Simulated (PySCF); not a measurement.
## Assigning NMR signals

Structure with atom numbers: `[cH:1]1[n:2][c:3]([CH:4]2[CH2:5][SiH2:6][CH2:7]2)[cH:8][nH:9]1`. Hydrogens are named by the atom that carries them. Ha(C5), Ha(Si6), Ha(C7) are cis to C3 on the ring; Hb(C5), Hb(Si6), Hb(C7) are trans to C3 on the ring.

Theoretical values (PySCF 2.14.0 with density-fitted response routines): GIAO PBE0/pcSseg-1 shieldings, geometry: GFN2-xTB. Single conformer, no solvent model, non-relativistic Hamiltonian, one averaged value for each set of equivalent atoms.

Scale: ¹³C (σref 186.93) and ¹H (σref 31.72) against TMS (reference shieldings calculated alike).

**Question.** Assign these signals to the numbered atoms. ¹³C{¹H} NMR (computed): δ 157.6, 136.8, 111.8, 36.4, 21.4.

**Answer.** 
| δ (ppm) | atoms | environment | reason |
| --- | --- | --- | --- |
| 157.6 | C3 | substituted aromatic carbon next to a ring nitrogen | – |
| 136.8 | C1 | aromatic CH between two ring heteroatoms | – |
| 111.8 | C8 | aromatic CH next to a ring nitrogen | – |
| 36.4 | C4 | sp3 CH on an aromatic ring | aliphatic region, no heteroatom directly attached |
| 21.4 | C5/C7 | sp3 CH2 bonded to Si | – |

**Question.** Assign these signals to the numbered atoms. ¹H NMR (500 MHz, computed): δ 8.17 (br s, 1H), 7.43 (m, 1H), 6.69 (m, 1H), 5.55 (m, 1H), 4.97 (m, 1H), 3.57 (m, 1H), 2.04 (m, 2H), 1.35 (m, 2H).

**Answer.** 
8.17 → H(N9), hydrogen on a pyrrole-type ring nitrogen: exchangeable; this is the value without hydrogen bonding to other molecules
7.43 → H(C1), hydrogen on an aromatic CH between two ring heteroatoms: it sits in the deshielding region of the aromatic ring current
6.69 → H(C8), hydrogen on an aromatic CH next to a ring nitrogen: aromatic region
5.55 → Ha(Si6), hydrogen on a silicon bonded to 2 C, in a 4-membered ring
4.97 → Hb(Si6), hydrogen on a silicon bonded to 2 C, in a 4-membered ring
3.57 → H(C4), hydrogen on an sp3 CH on an aromatic ring
2.04 → Hb(C5)/Hb(C7), hydrogen on an sp3 CH2 bonded to Si
1.35 → Ha(C5)/Ha(C7), hydrogen on an sp3 CH2 bonded to Si

Exchangeable OH/NH protons stand at their gas-phase positions; hydrogen bonding in a real sample shifts them, mostly to higher δ. Shifts are as computed. Against solution values, carbons near 30 ppm lie about +3 ppm off and those near 130 ppm about +5 ppm. Of 1211 compounds with measured shifts, 218 miss one by over three times the rms of a fit or turn the order of signals round; such compounds aren't used in these exercises. Multiplicities follow the n + 1 count of equivalent neighbours, as no J values were calculated; m marks all less simple cases, F and P coupling included.
